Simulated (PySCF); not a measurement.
Compound: C7H8N2Si.
SMILES: `C#Cc1nncc([SiH3])c1C`

Computed with PySCF at PBE0/pcSseg-1, non-relativistic, on one gas-phase PBE0-D3(BJ)/def2-SVP geometry that isn't relaxed in the solvent. The solvent is an IEF-PCM continuum (Bondi radii, 1.10 Å for H, scaled by 1.2). The model holds no explicit solvent molecules, cavitation or dispersion.

```
run  E − E(gas) (kcal/mol)  HOMO (eV)  HOMO–LUMO gap (eV)  dipole (D)
gas                   0.00      -6.85                4.93        4.50
  P                  -8.82      -7.20                5.23        6.25
  Q                  -6.26      -7.08                5.14        5.73
```

The runs were made in chloroform and methanol. Which run belongs to which solvent?

P = methanol, Q = chloroform. The dielectric constants are 4.711 (chloroform), 32.61 (methanol), and the energy falls further as ε rises. In this model the ground state sees the solvent through ε alone.

How constant is the ratio of the lowering to (ε − 1)/(2ε + 1)?

| solvent | (ε − 1)/(2ε + 1) | E − E(gas) (kcal/mol) | ratio (kcal/mol) | polarisation term (kcal/mol) |
| --- | --- | --- | --- | --- |
| chloroform | 0.356 | -6.26 | -17.6 | -7.38 |
| methanol | 0.477 | -8.82 | -18.5 | -11.10 |

The ratio changes by +5.2 % in size from chloroform to methanol. The polarisation term is half the interaction of the solute with the induced surface charges.
